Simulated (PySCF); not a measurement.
Radial density of Ge (germanium, neutral)

M06-L, [Ar] 3d10 4s2 4p2, high-spin 3P determinant. Calculation: PySCF 2.14, in 6-31G*; no relativity, point nucleus.

```
r (bohr)  4πr²ρ (e/bohr)  4πr²(ρα − ρβ)
0.000877          0.2017         0.0000
 0.00148          0.5572         0.0000
 0.00248           1.488         0.0000
 0.00417           3.759         0.0001
 0.00702           8.892         0.0001
  0.0118           18.51         0.0004
  0.0199           31.58         0.0012
  0.0334           38.89         0.0047
  0.0562           33.31         0.0168
  0.0945           35.17         0.0373
   0.159           45.24         0.0205
   0.267           26.11        -0.0055
   0.450           27.55         0.0845
   0.757           20.11        -0.0071
    1.27           4.478         0.2957
    2.14           2.000         0.8377
    3.60          0.6133         0.4031
    6.06         0.03665         0.0322
    10.2       3.903e-05         0.0000
```

Question: Where is the radial spin density 4πr²(ρα − ρβ) most negative, and why is it negative at all?

Answer: Around r = 0.757 bohr, down to -0.0071 e/bohr: exchange with the open shell polarises the paired shells in an unrestricted calculation.
